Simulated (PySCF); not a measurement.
Unknowns

Calculated, not measured (PySCF 2.14.0 with density-fitted response routines): NMR shieldings at PBE0/pcSseg-1/GIAO, geometry: GFN2-xTB. One averaged value for each set of equivalent atoms, in vacuum, one conformer, non-relativistic.

Chemical shifts δ = σref − σ; ¹H (31.72 ppm), ¹³C (186.93 ppm) against TMS, all at this level. Where no couplings were computed, multiplicities follow the n + 1 count of equivalent neighbours, and m marks all less simple cases (inequivalent or close neighbours, rings, F or P nearby). Acid and N–H amide carbonyl carbons lie up to 10 ppm further downfield in solution (hydrogen bonding). Shifts are as computed. Against solution values, carbons near 30 ppm lie about +3 ppm off and those near 130 ppm about +5 ppm. Of 1309 compounds with measured shifts, 239 miss one by over three times the rms of a fit or turn the order of signals round; such compounds aren't used in these exercises. OH and NH positions are gas-phase values without hydrogen bonding to other molecules.

Task: C$_{6}$H$_{14}$O$_{2}$Si. ¹H NMR (400 MHz, computed): δ 8.13 (s, 1H), 5.09 (q, 1H), 1.03 (s, 9H), 0.40 (d, 3H). ¹³C{¹H} NMR (computed): δ 165.9 (CH), 27.3 (CH3), 21.2 (C), -5.8 (CH3). What is it?

Result: `C(O[Si@@H](C)C(C)(C)C)=O`. Rings plus π bonds: 1 (no ring in the answer). 4 carbon signals for 6 carbons: some carbons are equivalent by symmetry or fast rotation. Carbon types of the structure: 1 × C, 1 × CH, 4 × CH3, leaving 1 H on heteroatoms. δC 165.9: carbonyl carbon. δC 27.3: methyl carbon; a saturated carbon with 1 carbon neighbour and no heteroatom attached. δC -5.8: methyl carbon bonded to Si; an electropositive neighbour leaves it electron-rich and shielded. δH 0.40: hydrogen on a methyl carbon bonded to Si; an electropositive neighbour shields it, as in TMS itself.

The data come from this structure; uniqueness wasn't tested.

Task: C$_{5}$H$_{6}$O$_{3}$Si. ¹H NMR (300 MHz, computed): δ 8.39 (m, 1H), 7.61 (m, 1H), 6.21 (br s, 1H), 4.49 (s, 3H). ¹³C{¹H} NMR (computed): δ 167.0 (C), 160.1 (CH), 155.0 (C), 133.0 (CH), 124.8 (C). What is it?

Result: `c1c(C(=O)O)coc1[SiH3]`. Rings plus π bonds: 4 (1 ring in the answer). 5 carbon signals for 5 carbons: no two carbons are equivalent. Carbon types of the structure: 3 × C, 2 × CH, leaving 4 H on heteroatoms. δC 167.0: carboxylic acid carbon; lone-pair donation from the attached heteroatom keeps it upfield of a ketone carbonyl. δC 155.0: substituted aromatic carbon next to the ring oxygen. δC 133.0: aromatic CH; the aromatic region. δC 124.8: substituted aromatic carbon.

This is the structure that produced the data.
